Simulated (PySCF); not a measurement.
Isomers of C8H13P, from PySCF 2.14.0, PBE0-D3(BJ)/def2-SVP geometry optimisation, gas phase. One conformer each, no zero-point energy, no frequencies.

Task: Which is lowest in electronic energy at this level?
A. `[CH2:1]=[CH:2][C:3]1=[C:4]([CH3:5])[CH2:6][P:7]([CH3:8])[CH2:9]1` with C1–C2–C3–C4 177°, C3–C4–C6–P7 -14°, C4–C6–P7–C8 -80°, C6–P7–C9–C3 -18°, C2–C3–C9–P7 -168°: A = 1869, B = 1108, C = 813.7 MHz, dipole 1.44 D
B. `[CH2:1]=[CH:2][C:3]1=[C:4]([CH:5]([CH3:6])[CH3:7])[P:8]1[CH3:9]` with C1–C2–C3–C4 -177°, C3–C4–C5–C6 0°: A = 1627, B = 1012, C = 717.4 MHz, dipole 1.75 D
C. `[CH2:1]=[CH:2][CH:3]1[CH2:4][P:5]([CH:6]2[CH2:7][CH2:8]2)[CH2:9]1` with C1–C2–C3–C4 -123°, C4–P5–C6–C7 -107°, C2–C3–C4–P5 -143°, C3–C4–P5–C6 -82°, P5–C6–C7–C8 -107°, C4–P5–C9–C3 -16°: A = 3437, B = 684.3, C = 667.5 MHz, dipole 1.15 D
D. `[CH3:1][CH:2]([CH3:3])[P:4]1[CH:5]=[CH:6][CH2:7][CH:8]=[CH:9]1` with C1–C2–P4–C5 -77°, C2–P4–C5–C6 -118°, C5–C6–C7–C8 10°, C6–C7–C8–C9 -10°, C2–P4–C9–C8 119°: A = 2456, B = 994.2, C = 930.8 MHz, dipole 1.46 D

Result: A. That is `C=CC1=C(C)CP(C)C1`, 6.8 kcal/mol below the next.

```tsv
SMILES	mapped SMILES	E (Eh)	relative (kcal/mol)	relative (kJ/mol)	dipole (D)
C=CC1=C(C)CP(C)C1	[CH2:1]=[CH:2][C:3]1=[C:4]([CH3:5])[CH2:6][P:7]([CH3:8])[CH2:9]1	-653.19109	0.0	0.0	1.44
CC(C)P1C=CCC=C1	[CH3:1][CH:2]([CH3:3])[P:4]1[CH:5]=[CH:6][CH2:7][CH:8]=[CH:9]1	-653.18030	6.8	28.3	1.46
C=CC1CP(C2CC2)C1	[CH2:1]=[CH:2][CH:3]1[CH2:4][P:5]([CH:6]2[CH2:7][CH2:8]2)[CH2:9]1	-653.13987	32.1	134.5	1.15
C=CC1=C(C(C)C)P1C	[CH2:1]=[CH:2][C:3]1=[C:4]([CH:5]([CH3:6])[CH3:7])[P:8]1[CH3:9]	-653.13617	34.5	144.2	1.75
```

As drawn, the highest has a three-membered ring, which the lowest lacks.
